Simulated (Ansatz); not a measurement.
Mn2Cu2⁻. Total charge -1; multiplicity 10. Geometry r2SCAN-D4/def2-SVP, that of the neutral multiplicity 9; atoms count from 1.

```xyz
4

Cu    0.836    1.585   -1.050
Cu   -0.842   -1.585    1.046
Mn    0.598   -0.812   -0.749
Mn   -0.593    0.812    0.754
```

The charge -1 multiplicity 10 is spin-contaminated (final ⟨S²⟩ up to 25.14, 24.75 for a pure state). The highest occupied level of the charge -1 multiplicity 10 lies above zero (up to 0.15 eV). It is a level of β spin, whose loss leaves a multiplicity 11; that state wasn't run at this geometry and level. The electron is either unbound and held by the finite basis, or the level is raised by self-interaction error. The structure comes from a short search, and lower isomers may exist.

Question: Estimate the Mulliken populations from the PBE0/def2-TZVPD orbitals of Ansatz.

Answer: 
| atom | charge (e) | spin (α − β) | d electrons |
| --- | --- | --- | --- |
| Cu1 | -0.30 | -0.25 | 9.87 |
| Cu2 | -0.30 | -0.25 | 9.87 |
| Mn3 | -0.20 | 4.75 | 5.39 |
| Mn4 | -0.20 | 4.75 | 5.39 |
Mulliken values and Mayer orders depend strongly on the basis. With diffuse functions, as here, like atoms can get unlike values, and bond orders can come out too low or too high.

Question: Where does the spin sit?

Answer: Summed by element: Cu -0.50, Mn 9.50, of 9 unpaired in all. Largest on single atoms: Mn3 4.75, Mn4 4.75, Cu1 -0.25.

Question: And the Mayer bond orders between bonded heavy atoms (over 0.3)?

Answer: Cu1–Mn3 0.83 (2.43 Å); Cu1–Mn4 0.83 (2.43 Å); Cu2–Mn3 0.83 (2.43 Å); Cu2–Mn4 0.83 (2.43 Å); Mn3–Mn4 1.05 (2.51 Å).
